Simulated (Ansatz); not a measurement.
Molecule: sum formula InClF2 (charge 0, singlet). SMILES: [F][In]([F])[Cl]
Geometry: optimised at B3LYP-D3(BJ)/def2-TZVP (Ansatz, a program for electronic structure).

Property: vertical triplet-singlet gap (E(triplet) - E(singlet); each state is the SCF solution reached for its spin), in kcal/mol. Valence correlation only, unless marked. UHF or UKS for open shells. Spin-orbit coupling is left out. Frozen are the shells of the preceding noble gas and the d and f shells that filled before the atom's block. In def2 rows, elements after Kr have scalar-relativistic effective core potentials. CBS marks a two-point X^-3 extrapolation of the correlation energy; Hartree-Fock from the larger set.

```csv
level,program,vertical triplet-singlet gap (kcal/mol)
BHLYP/def2-TZVPD,Ansatz,118.7
wB97M-V/def2-TZVPD,Ansatz,122.9
MP2/def2-SVPD,Ansatz,135.6
CCSD/def2-SVPD,Ansatz,131.1
CCSD/def2-QZVPPD,Ansatz,132.2
"CCSD/CBS(def2-TZVPPD,def2-QZVPPD)",Ansatz,133.3
"CCSD(T)/CBS(def2-TZVPPD,def2-QZVPPD)",Ansatz,134.0
```
